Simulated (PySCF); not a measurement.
Compound: C7H9FO.
Atom-mapped SMILES: `[O:1]=[C:2]1[CH2:3][C@@H:4]2[CH2:5][C@@H:6]([F:7])[C@H:8]1[CH2:9]2` (hydrogens: H10, H11 on C3; H12 on C4; H13, H14 on C5; H15 on C6; H16 on C8; H17, H18 on C9)

The same species was optimised twice, with GFN2-xTB and with PBE0-D3(BJ)/def2-SVP (PySCF), and the same property calculations (PySCF, gas phase) were run on both structures.

```
  coordinate  GFN2-xTB  PBE0-D3(BJ)/def2-SVP  change
   C2–C3 (Å)     1.517                 1.527  +0.010
   C4–C9 (Å)     1.530                 1.538  +0.008
   C8–C9 (Å)     1.530                 1.536  +0.006
   C2–C8 (Å)     1.519                 1.525  +0.006
   C6–C8 (Å)     1.540                 1.536  -0.004
   C4–C5 (Å)     1.535                 1.539  +0.004
   C5–C6 (Å)     1.538                 1.541  +0.003
   C3–C4 (Å)     1.530                 1.533  +0.003
   O1=C2 (Å)     1.199                 1.201  +0.002
   C6–F7 (Å)     1.380                 1.379  -0.001
C2–C8–C6 (°)     103.9                 105.7    +1.8
C2–C8–C9 (°)     102.2                 101.3    -0.9
F7–C6–C8 (°)     109.8                 109.2    -0.6
C6–C8–C9 (°)     101.5                 100.8    -0.7
C3–C2–C8 (°)     105.2                 105.8    +0.6
C2–C3–C4 (°)     102.3                 101.8    -0.5
C4–C5–C6 (°)     103.2                 103.6    +0.4
O1–C2–C3 (°)     127.5                 127.1    -0.4
```

Rotational constants: A = 2666, B = 1596, C = 1304 MHz (GFN2-xTB) against A = 2698, B = 1574, C = 1296 MHz (PBE0-D3(BJ)/def2-SVP). Point groups within 0.08 Å: C1 and C1.

On the GFN2-xTB structure: HOMO (eV) -7.22 [PBE0/pcSseg-1]; LUMO (eV) -0.72 [PBE0/pcSseg-1]; dipole (D) 2.92 [PBE0/pcSseg-1]; GIAO shielding of O1 (ppm) -333.7 [PBE0/pcSseg-1]; GIAO shielding of C2 (ppm) -31.0 [PBE0/pcSseg-1]; GIAO shielding of C3 (ppm) 139.7 [PBE0/pcSseg-1]; GIAO shielding of C4 (ppm) 149.4 [PBE0/pcSseg-1]; GIAO shielding of C5 (ppm) 144.0 [PBE0/pcSseg-1]; GIAO shielding of C6 (ppm) 92.1 [PBE0/pcSseg-1]; GIAO shielding of F7 (ppm) 374.2 [PBE0/pcSseg-1]; GIAO shielding of C8 (ppm) 124.6 [PBE0/pcSseg-1].

Q: What do these properties become on the PBE0-D3(BJ)/def2-SVP structure?

A: 
```
                                    property          level  on GFN2-xTB  on PBE0-D3(BJ)/def2-SVP  change
                                   HOMO (eV)  PBE0/pcSseg-1        -7.22                    -7.21   +0.01
                                   LUMO (eV)  PBE0/pcSseg-1        -0.72                    -0.74   -0.02
                                  dipole (D)  PBE0/pcSseg-1         2.92                     2.81   -0.11
energy, GFN2-xTB geometry as zero (kcal/mol)  PBE0/pcSseg-1          0.0                     -0.4    -0.4
                  GIAO shielding of O1 (ppm)  PBE0/pcSseg-1       -333.7                   -340.3    -6.6
                  GIAO shielding of C2 (ppm)  PBE0/pcSseg-1        -31.0                    -32.1    -1.1
                  GIAO shielding of C3 (ppm)  PBE0/pcSseg-1        139.7                    137.6    -2.1
                  GIAO shielding of C4 (ppm)  PBE0/pcSseg-1        149.4                    148.4    -1.0
                  GIAO shielding of C5 (ppm)  PBE0/pcSseg-1        144.0                    142.5    -1.5
                  GIAO shielding of C6 (ppm)  PBE0/pcSseg-1         92.1                     93.0    +0.9
                  GIAO shielding of F7 (ppm)  PBE0/pcSseg-1        374.2                    370.9    -3.3
                  GIAO shielding of C8 (ppm)  PBE0/pcSseg-1        124.6                    123.6    -1.0
```

The heavy atoms differ by 0.032 Å rms after alignment. Among bonds between heavy atoms C2–C3 changes most (+0.010 Å). Changes are differences of the printed values. Neither structure is proved a minimum here.
